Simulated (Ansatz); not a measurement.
Reaction (SMILES): ClCl → 2 Cl atom (the Cl-Cl bond at the site shown breaks; other sites are not compared here)
Each molecule is optimised on its own at B3LYP-D3(BJ)/def2-TZVP (Ansatz, a quantum-chemistry and plane-wave program).
Geometry of the first species:
SMILES: ClCl
```xyz
2

Cl     0.0000     0.0000    -1.0068
Cl     0.0000     0.0000     1.0068
```
Charge 0, spin multiplicity 1.

Quantity: bond dissociation energy (electronic energy difference), in kJ/mol. Cores are frozen in the correlated levels unless marked. UHF or UKS for open shells. No spin-orbit coupling. No relativistic terms. Basis-set limits of correlation are two-point, X^-3; Hartree-Fock from the larger set (for Q and 5 zeta extrapolated as (X+1)exp(-9√X)).

```csv
level,program,bond dissociation energy (kJ/mol)
revPBE/def2-TZVPD,Ansatz,252.6
PBE0-D3(BJ)/def2-TZVPD,Ansatz + dftd3,251.0
```

**Question.** Estimate the value at CCSD(T)/CBS(cc-pV(Q+d)Z,cc-pV(5+d)Z) as computed with Ansatz.

**Answer.** 249.0 kJ/mol
